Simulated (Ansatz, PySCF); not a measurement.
Zn(Br)(SiH3) (BrH₃SiZn), SMILES [SiH3][Zn][Br].

Geometry optimised at PBE-D3(BJ)/def2-SVP. The structure was generated by enumeration; whether it is a known compound was not checked.

Vertical ionisation energy (IE) and electron affinity (EA) in eV. Rows of orbital energies are one-electron estimates. Where ΔSCF, EOM or ADC give a negative EA the extra electron is unbound and the value depends on the basis.

| level | IE | EA |
|---|---|---|
| −ε(HOMO), −ε(LUMO), B3LYP/def2-TZVPD (PySCF) | 7.99 | 1.43 |
| −ε(HOMO), −ε(LUMO), PBE/def2-TZVPD (PySCF) | 7.04 | 1.93 |
| ΔSCF, PBE0/def2-SVPD (Ansatz), final states of multiplicity 2 and 2 | 10.17 | -0.26 |
| ΔSCF, PBE/def2-SVPD (Ansatz), final states of multiplicity 2 and 2 | 9.91 | -0.24 |

Task: What vertical singlet–triplet gap does ΔSCF give with PBE0/def2-SVPD (Ansatz, a quantum-chemistry and plane-wave program) and with PBE/def2-SVPD (Ansatz)? (An estimate is asked for; the answer gives what the named calculation found.)

Result: 5.05 and 4.95 eV (triplet above singlet where positive).
